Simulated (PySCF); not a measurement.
Simulated absorption spectrum

Compound: C₄H₆OSSi.
Structure used (GFN2-xTB), in Å, numbered top down from 1:
```xyz
13
C4H6OSSi angstrom
C      2.1502   -0.1221    0.2760
Si     0.5513    0.5261   -0.4966
C     -0.7534   -0.7567   -0.9576
C     -1.8070   -0.5544   -0.1563
C     -1.6321    0.5351    0.7858
S     -2.7512    1.0111    1.8679
O     -0.4489    1.1387    0.6966
H      2.8342   -0.4563   -0.4961
H      2.6435    0.6640    0.8396
H      1.9706   -0.9543    0.9521
H      0.7035    1.5983   -1.4736
H     -0.7314   -1.5254   -1.7096
H     -2.7337   -1.1037   -0.1460
```

Computed with TDDFT PBE0/def2-SVPD, vertical, gas phase, core orbitals frozen in the response (PySCF).

Each state is given a Gaussian of 0.4 eV full width at half maximum, with ε(max) = 2.175×10⁸ f / Δν̃ (Δν̃ the width in cm⁻¹). The cross-section is σ = 3.8235×10⁻²¹ ε cm², given in Mb (10⁻¹⁸ cm²). The width is an assumption, not a result. The curve ends short of the highest state used, and states not computed would add to its high-energy end.

```csv
λ (nm),σ (Mb)
225.2,18.01
235.1,2.49
245.1,2.76
255.0,30.22
265.0,87.99
275.0,83.58
284.9,32.83
294.9,6.25
304.8,0.69
314.8,0.05
324.7,0.00
334.7,0.00
344.7,0.00
354.6,0.00
364.6,0.00
374.5,0.00
384.5,0.00
394.4,0.00
404.4,0.00
414.4,0.00
424.3,0.00
434.3,0.00
444.2,0.01
454.2,0.01
464.1,0.02
474.1,0.02
484.1,0.03
494.0,0.03
504.0,0.03
513.9,0.03
523.9,0.02
533.8,0.02
543.8,0.01
553.8,0.01
563.7,0.01
573.7,0.00
583.6,0.00
593.6,0.00
603.6,0.00
613.5,0.00
623.5,0.00
633.4,0.00
643.4,0.00
653.3,0.00
```

Task: Locate the maxima and give the states behind the curve.

Result: 497 nm (2.50 eV), ε about 7.4, made up of S1 (100%); 269 nm (4.60 eV), ε about 25000, made up of S2 (100%) (ε in L mol⁻¹ cm⁻¹; maxima over ε = 5, shares over 10%). At its high-energy end, 5.51 eV, the curve is still rising (ε about 4800, from S3, S4 and S6). The states used: S1 2.50 eV (f 0.0001); S2 4.60 eV (f 0.378); S3 5.52 eV (f 0.015); S4 5.66 eV (f 0.037); S5 5.73 eV (f 0.011); S6 5.76 eV (f 0.081); S7 5.82 eV (f 0.0005); S8 6.11 eV (f 0.017).

Task: What would ε be at 4.60 eV, the highest of these maxima, with half the width (0.2 eV)?

Result: About 50900 L mol⁻¹ cm⁻¹ against 25500, a factor of about 2.00; a lone state at its own centre would give exactly 2.

Task: On this curve, what absorbance would a 10⁻⁵ mol/L sample give at 266 nm over a 1 cm path?

Result: 266 nm is 4.661 eV, where ε is about 24000 L mol⁻¹ cm⁻¹, so A = ε c l ≈ 0.24 (Beer–Lambert, with the gas-phase spectrum and the assumed width).

Task: Does any computed singlet lie in the visible range?

Result: S1 lies in the visible range (380 to 750 nm), at 496 nm, dark in the vertical dipole picture (f under 0.0005); light of that wavelength is blue-green, and its complementary colour is red; a Tamm–Dancoff triplet lies at 587 nm, without intensity as long as spin–orbit coupling is left out.
